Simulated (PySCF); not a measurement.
Sn(Cl)2(OH)2 (Cl₂H₂O₂Sn), SMILES [OH][Sn]([OH])([Cl])[Cl].

Coordinates come from a PBE-D3(BJ)/def2-SVP optimisation. The structure was generated by enumeration; whether it is a known compound was not checked. The def2 effective core potentials stand for the cores of Sn; spin–orbit coupling is left out. The values are those of a single conformer.

All values below come from PBE-D3(BJ)/def2-SVP (PySCF).

Frequencies are harmonic and unscaled.

```json
[
 {"mode": "1", "ν (cm⁻¹)": "55", "IR (km/mol)": "43.0", "moving atoms (share of kinetic energy)": "H 66 %, Cl 19 %, O 15 %"},
 {"mode": "2", "ν (cm⁻¹)": "93", "IR (km/mol)": "13.4", "moving atoms (share of kinetic energy)": "H 44 %, O 29 %, Cl 25 %"},
 {"mode": "3", "ν (cm⁻¹)": "112", "IR (km/mol)": "9.3", "moving atoms (share of kinetic energy)": "Cl 55 %, O 22 %, H 12 %, Sn 11 %"},
 {"mode": "4", "ν (cm⁻¹)": "134", "IR (km/mol)": "18.2", "moving atoms (share of kinetic energy)": "O 38 %, Cl 32 %, Sn 25 %"},
 {"mode": "5", "ν (cm⁻¹)": "150", "IR (km/mol)": "14.2", "moving atoms (share of kinetic energy)": "O 57 %, H 17 %, Cl 14 %, Sn 12 %"},
 {"mode": "6", "ν (cm⁻¹)": "161", "IR (km/mol)": "27.2", "moving atoms (share of kinetic energy)": "O 62 %, Sn 14 %, Cl 13 %, H 10 %"},
 {"mode": "7", "ν (cm⁻¹)": "204", "IR (km/mol)": "92.0", "moving atoms (share of kinetic energy)": "H 57 %, O 38 %"},
 {"mode": "8", "ν (cm⁻¹)": "355", "IR (km/mol)": "22.7", "moving atoms (share of kinetic energy)": "Cl 83 %, Sn 14 %"},
 {"mode": "9", "ν (cm⁻¹)": "381", "IR (km/mol)": "71.6", "moving atoms (share of kinetic energy)": "Cl 71 %, Sn 28 %"},
 {"mode": "10", "ν (cm⁻¹)": "597", "IR (km/mol)": "47.8", "moving atoms (share of kinetic energy)": "O 88 %, Sn 10 %"},
 {"mode": "11", "ν (cm⁻¹)": "619", "IR (km/mol)": "61.8", "moving atoms (share of kinetic energy)": "O 84 %, Sn 15 %"},
 {"mode": "12", "ν (cm⁻¹)": "867", "IR (km/mol)": "74.6", "moving atoms (share of kinetic energy)": "H 93 %"},
 {"mode": "13", "ν (cm⁻¹)": "889", "IR (km/mol)": "72.2", "moving atoms (share of kinetic energy)": "H 93 %"},
 {"mode": "14", "ν (cm⁻¹)": "3685", "IR (km/mol)": "89.1", "moving atoms (share of kinetic energy)": "H 94 %"},
 {"mode": "15", "ν (cm⁻¹)": "3689", "IR (km/mol)": "67.3", "moving atoms (share of kinetic energy)": "H 94 %"}
]
```
